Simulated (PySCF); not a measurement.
Bi(Cl)(OH)2, H2BiClO2, SMILES [OH][Bi]([OH])[Cl] (CAM-B3LYP/def2-SVP optimised geometry):

```
6

Bi    -1.047    -1.243     0.000
Cl    -1.278    -1.520     2.454
O      1.021    -1.243     0.000
H      1.414    -0.874     0.804
O     -1.414     0.791     0.000
H     -1.118     1.243     0.803
```

Calculation: CAM-B3LYP/def2-TZVP, def2 effective core potentials past Kr (PySCF).

**Question.** What are the frontier orbital energies and the dipole moment?

**Answer.** HOMO-2 -10.31 eV, HOMO-1 -10.14 eV, HOMO -9.99 eV, LUMO -0.74 eV, LUMO+1 -0.20 eV; dipole moment 1.50 D.

On the same geometry PBE/def2-TZVP, def2 effective core potentials past Kr in PySCF 2.14.0 gives HOMO-2 -7.40 eV, HOMO-1 -7.18 eV, HOMO -7.02 eV, LUMO -2.35 eV, LUMO+1 -1.80 eV; dipole moment 1.25 D.
